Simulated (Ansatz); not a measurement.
Computed with Ansatz on PBE0-D4/def2-TZVP structures; ΔE is electronic, products minus reactants. CBS: MP2 limit from def2 TZ/QZ plus the TZ coupled-cluster correction, frozen cores. Functionals use def2-TZVPP. B3LYP here is the variant with VWN-RPA as its local correlation; programs differ in this. Elements past krypton have def2 core potentials. For Te outer-core shells are correlated without core-valence functions, which leaves a few kJ/mol of doubt a bond. Each species was taken in one conformer, which may not be the lowest.

Consider the isomerisation: `[NH2][AlH][SiH2][TeH]` → `N[SiH2][AlH][TeH]`.

`[NH2][AlH][SiH2][TeH]`:

Z-matrix (Å, degrees):
```
Si
Al 1 2.430
Te 1 2.523 2 99.3
H 1 1.490 2 115.3 3 -109.2
H 1 1.490 2 119.6 3 120.0
N 2 1.766 1 119.4 3 113.3
H 2 1.585 1 121.6 3 -61.3
H 3 1.660 1 91.8 2 43.7
H 6 1.008 2 124.7 1 -172.3
H 6 1.007 2 125.1 1 4.9
```

`N[SiH2][AlH][TeH]`:

Z-matrix (Å, degrees):
```
Si
Al 1 2.469
N 1 1.736 2 116.6
H 1 1.491 2 109.3 3 -121.3
H 1 1.493 2 108.8 3 121.1
Te 2 2.535 1 117.6 3 135.6
H 2 1.590 1 125.8 3 -42.8
H 3 1.008 1 118.6 2 66.8
H 3 1.008 1 118.4 2 -70.7
H 6 1.658 2 92.4 1 179.6
```

| level | ΔE (eV) |
| --- | --- |
| B3LYP-D4 | 0.14 |
| ωB97X-V | 0.12 |
| SCS-MP2/def2-TZVPP | 0.12 |
| CCSD/def2-TZVPP | 0.11 |
| CCSD(T)/def2-TZVPP | 0.12 |
| SCS-MP2/def2-QZVPP | 0.13 |
| HF/CBS(def2) | 0.00 |
| MP2/CBS(def2) | 0.16 |

Problem. What does CCSD(T)/CBS give? (An estimate is asked.)

Solution. Computed: +0.13 eV. The listed levels differ from it by 0.01, -0.01, -0.01, -0.02, -0.01, 0.00, -0.13, 0.03 eV.

Largest T1 diagnostic among the species: 0.012.

In def2-TZVPP, CCSD(T) changes the Hartree–Fock value by +0.13 eV (the triples alone add +0.02 eV) and MP2 by +0.15 eV. The D4 term adds +0.03 eV with B3LYP and +0.02 eV with PBE0; it sums over pairs of atoms, weighted by their polarisabilities, and B3LYP, whose exchange is more repulsive, gets the larger term.
